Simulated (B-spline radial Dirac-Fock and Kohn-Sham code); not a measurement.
**Diagram lines of Ni¹⁰⁺**

System: Ni¹⁰⁺, configuration [Ne] 3s2 3p6.

Model: relaxed Dirac-Fock hole states (ΔSCF) with Breit and QED corrections and a finite nucleus. Program: a radial B-spline solver. A line energy is the difference of two single-hole energies; the list is a selection of electric-dipole transitions between resolved j subshells. Correlation energy is missing from these numbers.

```
line  energy (eV)  wavelength (Å)
 Kβ1       8312.0          1.4916
 Kβ3       8309.0          1.4922
 Kα1       7471.9          1.6593
 Kα2       7454.8          1.6632
 Lβ3        998.2          12.421
 Lβ4        995.2          12.458
  Lη        805.2          15.398
  Lℓ        788.0          15.733
```

Values without a named source are computed, but for edge energies of neutral atoms, which are taken from tables.
